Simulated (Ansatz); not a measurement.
Harmonic frequencies (cm⁻¹) at PBE0-D4/def2-TZVP from Ansatz: 112, 132, 154, 160, 166, 177, 217, 245, 273, 438, 612, 644, 685, 688, 743, 783, 795, 807, 872, 924, 1088, 1272, 1277, 1441, 1442, 1449, 1456, 2397, 2410, 3040, 3044, 3120, 3123, 3138, 3138, 3920.

Each molecule was computed in one conformer, which needn't be the lowest.

Task: Which molecule is it?
A. `NC1C[SiH2]1`
B. `N/C(S)=C(\O)F`
C. `C[Si](C)(O)P`
D. `FCCCS`

Result: C.
